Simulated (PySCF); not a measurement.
A PySCF script (with the pyscf-properties extension) for the NMR shieldings of `C(#C)c1nsnc1CC`, C₆H₆N₂S, on a GFN2-xTB geometry:

```python
import basis_set_exchange as bse
import numpy as np
from pyscf import gto, dft
from pyscf.prop import nmr

atoms = """
C     2.054471   -1.593024    1.158411
C     1.665384   -0.509614    0.815664
C     1.174373    0.739931    0.397398
N     1.714467    1.880622    0.785640
S     0.901211    3.108625    0.117444
N    -0.177716    2.202265   -0.698002
C     0.058445    0.931640   -0.478423
C    -0.782542   -0.149271   -1.060389
C    -1.706679   -0.741182    0.005754
H     2.402398   -2.534496    1.463358
H    -1.373934    0.267319   -1.876455
H    -0.130431   -0.933477   -1.453116
H    -2.367845    0.027030    0.400103
H    -2.312892   -1.533787   -0.424940
H    -1.123125   -1.154592    0.825640
"""
names = dict.fromkeys(["C", "N", "S", "H"], "pcSseg-1")
basis = {el: gto.basis.parse(bse.get_basis(n, elements=[el], fmt="nwchem")) for el, n in names.items()}
mol = gto.M(atom=atoms, basis=basis, charge=0, verbose=0)
mf = dft.RKS(mol, xc="PBE0")
mf.grids.level = 2
mf.grids.alignment = dft.numint.BLKSIZE   # the property module wants whole blocks of grid points
mf.conv_tol = 1e-9
mf.kernel()

calc = nmr.RKS(mf)   # GIAO
C = mf.mo_coeff
Co = C[:, mf.mo_occ > 0]
resp = mf.gen_response(singlet=True, hermi=2)
def vind(x):   # induced exchange potential for any number of trial vectors
    d = np.einsum("pi,xij,qj->xpq", C, 2 * x.reshape(-1, C.shape[1], Co.shape[1]), Co, optimize=True)
    return np.einsum("xpq,pi,qj->xij", resp(d - d.transpose(0, 2, 1)), C, Co, optimize=True).ravel()
mo1, _ = nmr.rhf.solve_mo1(calc, with_cphf=vind)
sigma = calc.kernel(mo1)
for i, s in enumerate(sigma):   # ppm
    w = np.linalg.eigvalsh((s + s.T) / 2)
    print("%2d %-2s iso %8.1f  s11 %8.1f  s22 %8.1f  s33 %8.1f" % (i, mol.atom_pure_symbol(i), w.mean(), *w))
```

**Question.** What does it print?

**Answer.** 
```
 0 C  iso     94.0  s11     26.1  s22     46.8  s33    209.3
 1 C  iso    106.0  s11      9.6  s22     12.6  s33    295.7
 2 C  iso     41.4  s11    -30.4  s22     41.8  s33    112.9
 3 N  iso   -144.7  s11   -432.2  s22   -202.0  s33    200.0
 4 S  iso     -3.2  s11   -154.9  s22     69.9  s33     75.5
 5 N  iso   -119.3  s11   -369.4  s22   -174.4  s33    185.8
 6 C  iso     13.7  s11    -47.1  s22    -24.8  s33    112.9
 7 C  iso    158.9  s11    143.6  s22    159.6  s33    173.4
 8 C  iso    170.7  s11    160.9  s22    165.4  s33    185.7
 9 H  iso     28.6  s11     24.1  s22     25.3  s33     36.6
10 H  iso     28.4  s11     23.3  s22     27.5  s33     34.3
11 H  iso     28.5  s11     25.0  s22     27.5  s33     32.9
12 H  iso     30.6  s11     26.2  s22     29.2  s33     36.4
13 H  iso     30.3  s11     26.3  s22     26.9  s33     37.9
14 H  iso     29.9  s11     24.2  s22     30.6  s33     35.0
```

These numbers come from an equivalent density-fitted implementation of the same equations, which agrees with the script to about 0.01 ppm for H and up to a few tenths of a ppm for heavy atoms, so last digits may differ.

**Question.** Turn these shieldings into chemical shifts. Scale: TMS for $^{13}$C (σ = 186.93 ppm), $^{1}$H (σ = 31.72 ppm); $^{15}$N (σ = 267.73 ppm) vs NH3; CS2 for $^{33}$S (σ = 503.73 ppm) (reference shieldings calculated alike).

**Answer.** Averaging equivalent atoms: C 6: 173.2; C 2: 145.5; C 0: 92.9; C 1: 80.9; C 7: 28.1; C 8: 16.3; N 3: 412.4; N 5: 387.1; S 4: 507; H 10/11: 3.31; H 9: 3.09; H 12/13/14: 1.43 ppm. Experimental scales use liquid or dissolved standards, which lie at an offset from isolated NH3 (liquid NH3: subtract about 20 ppm). Unscaled 15N shifts of sp2 nitrogen often come out too high even then, by a few to some tens of ppm.

Size and cost of the density-fitted run: 190 basis functions, 32 s wall time on 1 thread of an Arm Neoverse V2, shared host; peak memory 1 GiB.
